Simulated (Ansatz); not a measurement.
`[CH3][Ge]([CH3])([CH3])[CH3]` and `[CH3][Ge]([CH3])([CH3])[Cl]` differ in one atom or group.

Ansatz, PBE0-D4/def2-TZVP geometries, multiplicity 1. 

Scalar relativity is left out up to krypton.

```json
{"property": "HOMO energy (PBE/def2-TZVPP) / eV", "`[CH3][Ge]([CH3])([CH3])[CH3]`": "-6.82"}
{"property": "HOMO energy (ωB97M-V/def2-TZVPP) / eV", "`[CH3][Ge]([CH3])([CH3])[CH3]`": "-10.29"}
{"property": "HOMO–LUMO gap (B3LYP/def2-TZVPP) / eV", "`[CH3][Ge]([CH3])([CH3])[CH3]`": "8.37"}
{"property": "size of the dipole moment (ωB97M-V/def2-TZVPP) / D", "`[CH3][Ge]([CH3])([CH3])[CH3]`": "0.00"}
{"property": "LUMO energy (ωB97M-V/def2-TZVPP) / eV", "`[CH3][Ge]([CH3])([CH3])[CH3]`": "2.19"}
{"property": "LUMO energy (PBE/def2-TZVPP) / eV", "`[CH3][Ge]([CH3])([CH3])[CH3]`": "0.09"}
```

(1) What does the change do to each property? (An estimate is asked.)

## Answers

(1) The calculation gave: 
```json
{"property": "HOMO energy (PBE/def2-TZVPP) / eV", "`[CH3][Ge]([CH3])([CH3])[Cl]`": "-6.78", "shift": "0.04"}
{"property": "HOMO energy (ωB97M-V/def2-TZVPP) / eV", "`[CH3][Ge]([CH3])([CH3])[Cl]`": "-10.34", "shift": "-0.05"}
{"property": "HOMO–LUMO gap (B3LYP/def2-TZVPP) / eV", "`[CH3][Ge]([CH3])([CH3])[Cl]`": "8.32", "shift": "-0.05"}
{"property": "size of the dipole moment (ωB97M-V/def2-TZVPP) / D", "`[CH3][Ge]([CH3])([CH3])[Cl]`": "2.79", "shift": "2.79"}
{"property": "LUMO energy (ωB97M-V/def2-TZVPP) / eV", "`[CH3][Ge]([CH3])([CH3])[Cl]`": "2.18", "shift": "-0.01"}
{"property": "LUMO energy (PBE/def2-TZVPP) / eV", "`[CH3][Ge]([CH3])([CH3])[Cl]`": "-0.02", "shift": "-0.11"}
```

B3LYP here is the variant with VWN-RPA as its local correlation; programs differ in this.
